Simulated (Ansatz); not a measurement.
Ansatz (a first-principles code) input (LC-wPBE/def2-TZVPD):

Ansatz 0.2 input:
```yaml
crystal:
  periodic: [false, false, false]
  atoms:
    - {symbol: C, position_ang: [-1.55014401, 0.01612694, -0.03329130]}
    - {symbol: Se, position_ang: [0.44456922, -0.00462508, 0.00954768]}
    - {symbol: H, position_ang: [-1.92706299, -0.59608292, -0.85700175]}
    - {symbol: H, position_ang: [-1.92491067, 1.03442984, -0.16736923]}
    - {symbol: H, position_ang: [-1.96251570, -0.37785583, 0.89949748]}
basis:
  gaussian:
    orbitals: def2-TZVPD
hamiltonian:
  xc: {name: LC-wPBE}
total_charge: -1
output: {forces: true}
```

Output:

```
Functional definition: LC-wPBE
integrals: 0.04 GiB planned
750 factors; their error is unknown
integrals: 0.08 GiB planned
311 factors; integrals over basis functions are off by at most 4.0e-5 eV
mean field: 0.41 GiB planned
mean field evaluation 1: about -66426.5471 eV, gradient 1.9e1 eV
mean field evaluation 2: about -66427.1099 eV, gradient 1.1e1 eV
mean field evaluation 4: about -66427.3038 eV, gradient 7.1e-1 eV
mean field evaluation 8: about -66427.2814 eV, gradient 3.2e-1 eV
mean field evaluation 16: about -66427.2816 eV, gradient 1.7e-5 eV
mean field -66427.28155645 eV, -2441.1575711708 hartree, gradient 1.7e-5 eV, S^2 0.000000; 0 other end points of the search recorded, 0 dependent functions left out
the calculation of the forces begins
reference -66427.28155645 eV, -2441.1575711710 hartree; 22, 22 occupied and 99, 99 virtual orbitals, 750 factors
Total energy: -66427.28155645 eV, -2441.1575711710 hartree
Atom 0 at    -1.550144     0.016127    -0.033291 Å, force     0.491957    -0.005125     0.010581 eV/Å
Atom 1 at     0.444569    -0.004625     0.009548 Å, force    -0.655956     0.006826    -0.014092 eV/Å
Atom 2 at    -1.927063    -0.596083    -0.857002 Å, force     0.054189     0.026012     0.036340 eV/Å
Atom 3 at    -1.924911     1.034430    -0.167369 Å, force     0.054096    -0.044314     0.006595 eV/Å
Atom 4 at    -1.962516    -0.377856     0.899497 Å, force     0.055714     0.016601    -0.039423 eV/Å
Dipole moment:    -0.431159     0.004486    -0.009260 e Å
```
